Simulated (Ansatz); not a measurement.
C2H6ClNSi can be A, `N=C([SiH3])CCl`, or B, `N/C=C/[SiH2]Cl`.

Program: Ansatz. Geometries: PBE0-D4/def2-TZVP. ΔE: electronic, gas phase. CBS: MP2 limit from def2 TZ/QZ plus the TZ coupled-cluster correction, frozen cores. DFT in def2-TZVPP. B3LYP here is the variant with VWN-RPA as its local correlation; programs differ in this. Each species was taken in one conformer, which may not be the lowest.

Q: Which is lower in electronic energy at CCSD(T)/CBS, and by how much? (Estimate.)

A: The calculation gave: B, by 185.3 kJ/mol.

Q: Give E(B) − E(A) in kJ/mol with B3LYP, r2SCAN-D4, CCSD/def2-TZVPP, ωB97M-V, HF/def2-TZVPP, MP2/def2-TZVPP, PBE0-D4. (Estimate.)

A: Ansatz gave: B3LYP -192.0, r2SCAN-D4 -196.6, CCSD/def2-TZVPP -181.6, ωB97M-V -190.3, HF/def2-TZVPP -199.0, MP2/def2-TZVPP -190.1, PBE0-D4 -193.4. None reverses the order clearly.

Largest T1 diagnostic: 0.012.

The D4 term adds +3.1 kJ/mol with B3LYP and +1.6 kJ/mol with PBE0; it sums over pairs of atoms, weighted by their polarisabilities, and B3LYP, whose exchange is more repulsive, gets the larger term. In def2-TZVPP, CCSD(T) changes the Hartree–Fock value by +21.0 kJ/mol (the triples alone add +3.6 kJ/mol) and MP2 by +8.9 kJ/mol.
